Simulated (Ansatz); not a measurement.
`C[CH](C)[AlH][Cl]` + NH₃ → `[NH2][AlH][Cl]` + propane at 600 K and 1 bar (ligand exchange at the Al–C bond).

Program: Ansatz. Geometries: PBE0-D4/def2-TZVP. ΔE: electronic, gas phase. CCSD(T)/CBS adds triple-zeta CCSD(T) − MP2 to the extrapolated MP2 energy (def2 sets, frozen cores). This one scheme is used for every species. Each species was taken in one conformer, which may not be the lowest.

```csv
species,CCSD(T)/CBS energy (Eh),H − E (kJ/mol),S (J/(mol·K))
`C[CH](C)[AlH][Cl]`,-820.83602,334.5,480.2
NH₃,-56.50880,112.4,219.5
`[NH2][AlH][Cl]`,-758.40905,131.1,353.8
`CCC`,-118.98051,315.9,335.6
```

H − E and S are ideal-gas, rigid-rotor, harmonic terms from PBE0-D4/def2-TZVP, for one conformer and one mirror image of each species. 1 Eh = 2625.50 kJ/mol, R = 8.31446 J/(mol·K).

Q: By hand: ΔE, ΔH, ΔS and ΔG.

A: ΔE = (-758.40905) + (-118.98051) − (-820.83602) − (-56.50880) = -0.04474 Eh = -117.5 kJ/mol. Δ(H − E) = 131.1 + 315.9 − 334.5 − 112.4 = 0.1, so ΔH = -117.4 kJ/mol. ΔS = 353.8 + 335.6 − 480.2 − 219.5 = -10.3 J/(mol·K). ΔG = -117.4 − 600 × (-10.3)/1000 = -111.2 kJ/mol.

Q: By hand: the equilibrium constant, and the temperature at which ΔG would vanish if ΔH and ΔS stayed fixed.

A: log₁₀ K = −ΔG/(RT ln 10) = 9.7. ΔG = 0 at ΔH/ΔS = 11398 K, far beyond where these terms or the molecules hold.

The number of gas molecules stays the same, so ΔS is small and ΔH decides. A doubt of 5 kJ/mol in ΔE shifts log₁₀ K by 0.4 here. Other conformers and mirror images would add mixing entropy, several J/(mol·K) or more a flexible species. Modes under 60 cm⁻¹, often nearly free rotors, make the harmonic entropy too high. These are equilibria of isolated gas molecules and say nothing of rates. Largest T1 diagnostic: 0.009 (customary marks: 0.02 for closed shells, 0.045 for open ones).
